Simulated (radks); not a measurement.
Values are calculated unless marked as measured or tabulated.
The gold ion Au2+, configuration [Xe] 4f14 5d9.

Level of theory: Dirac Kohn-Sham, PBE, spin-unpolarised, spherical densities, finite nucleus; open shells are shared between the two j in proportion to 2j + 1; Fermi nuclear charge, rms radius 5.4371 fm (a radial shooting solver on a logarithmic mesh with Libxc functionals).

Energy parts (eV):
| part | energy |
|---|---|
| total | -518177.44 |
| kinetic | 594887.34 |
| electron-nucleus | -1303192.63 |
| Hartree | 200054.15 |
| exchange-correlation | -9926.29 |

Orbitals (lengths in bohr, moments of r in powers of bohr; <r^-3> diverges for s and p1/2; r(90%) holds 90 % of the orbital's charge):
| orbital | occ. | eigenvalue (eV) | <r^-3> | r(90%) | <r^2> |
|---|---|---|---|---|---|
| 1s1/2 | 2 | -80631.34 | - | 0.0308 | 0.0003934 |
| 2s1/2 | 2 | -14233.88 | - | 0.110 | 0.005940 |
| 2p1/2 | 2 | -13654.53 | - | 0.0967 | 0.004202 |
| 2p3/2 | 4 | -11819.06 | 20510 | 0.108 | 0.005390 |
| 3s1/2 | 2 | -3375.802 | - | 0.270 | 0.03857 |
| 3p1/2 | 2 | -3114.320 | - | 0.261 | 0.03516 |
| 3p3/2 | 4 | -2709.293 | 4768 | 0.283 | 0.04158 |
| 3d3/2 | 4 | -2273.613 | 832.6 | 0.256 | 0.03190 |
| 3d5/2 | 6 | -2186.555 | 690.6 | 0.263 | 0.03364 |
| 4s1/2 | 2 | -749.6122 | - | 0.584 | 0.1871 |
| 4p1/2 | 2 | -637.8950 | - | 0.595 | 0.1909 |
| 4p3/2 | 4 | -540.7719 | 1147 | 0.643 | 0.2235 |
| 4d3/2 | 4 | -357.6239 | 179.5 | 0.675 | 0.2362 |
| 4d5/2 | 6 | -339.5338 | 145.5 | 0.691 | 0.2478 |
| 5s1/2 | 2 | -129.6288 | - | 1.33 | 0.9648 |
| 4f5/2 | 6 | -104.7089 | 30.27 | 0.795 | 0.2972 |
| 4f7/2 | 8 | -100.8969 | 28.76 | 0.807 | 0.3058 |
| 5p1/2 | 2 | -93.3570 | - | 1.45 | 1.133 |
| 5p3/2 | 4 | -76.7918 | 191.8 | 1.59 | 1.364 |
| 5d3/2 | 3.6 | -28.3635 | 17.49 | 2.25 | 2.515 |
| 5d5/2 | 5.4 | -26.6576 | 13.69 | 2.34 | 2.707 |

The highest occupied level is 5d5/2 at -26.658 eV. The density falls to 0.001 e/bohr^3 at r = 3.51 bohr. The electron density at the nucleus is 2.143e+06 e/bohr^3.
